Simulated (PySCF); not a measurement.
Excitation energy of C⁺ by level of theory

C⁺ [He] 2s2 2p1 (2P) → C⁺ [He] 2s2 3s1 (2S), as a difference of total energies. Calculation: PySCF 2.14, in dyall-acv3z (15s9p4d2f, 76 functions); the non-relativistic Hamiltonian (point nucleus). Correlated levels: valence: 1s2 frozen; virtual orbitals above 40 to 60 times the deepest correlated orbital energy dropped. The calculations carry no spin-orbit coupling.

| method | excitation energy (eV) | error (eV) |
| --- | --- | --- |
| UHF | 14.367 | -0.077 |
| MP2 (valence) | 14.321 | -0.123 |
| SCS-MP2 (valence) | 14.302 | -0.142 |
| CCSD (valence) | 14.455 | +0.011 |
| CCSD(T) (valence) | 14.368 | -0.076 |

Reference: 14.444 eV (measured; NIST levels, between the centres of gravity of the two terms).

Errors of the correlated levels include the incompleteness of this basis and the frozen core.

The coupled-cluster amplitudes are large for the upper state (T1 above 0.03 or a double amplitude above 0.15), so a single reference is strained.
